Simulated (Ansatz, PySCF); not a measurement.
Gas-phase reaction in SMILES: C=S (CH2S) + 2 [H][H] (H2) -> C (CH4) + S (H2S)
Each molecule is optimised on its own at B3LYP-D3(BJ)/def2-TZVP (Ansatz, an electronic-structure program). Unstable Hartree-Fock reference: C=S (CH2S).
Geometry of the first species:
SMILES: C=S
```xyz
4

C     -0.9907     0.1914    -0.1620
S      0.5657    -0.1093     0.0925
H     -1.3280     1.0050    -0.8021
H     -1.7796    -0.4045     0.2939
```
Charge 0, spin multiplicity 1.

Property: energy of full hydrogenation (enthalpy at 298 K, with B3LYP-D3(BJ) rigid-rotor harmonic-oscillator terms from PySCF), in kcal/mol. Correlated levels leave the core frozen unless marked. Spin-orbit coupling is left out. Non-relativistic. Basis-set limits of correlation are two-point, X^-3; Hartree-Fock from the larger set.

CCSD(T)/CBS(def2-TZVPPD,def2-QZVPPD) (Ansatz) gives -51.9 kcal/mol.

Another calculation gave -51.7 kcal/mol. Which level was it?
(A) CAM-B3LYP/def2-TZVPD (Ansatz)
(B) B2GP-PLYP/def2-TZVPD (Ansatz)
(C) M06-L/def2-TZVPD (PySCF)
(D) TPSS/def2-TZVPD (PySCF)

B, B2GP-PLYP/def2-TZVPD (Ansatz). The others give -48.0 (TPSS), -55.5 (CAM-B3LYP), -58.4 (M06-L) kcal/mol.
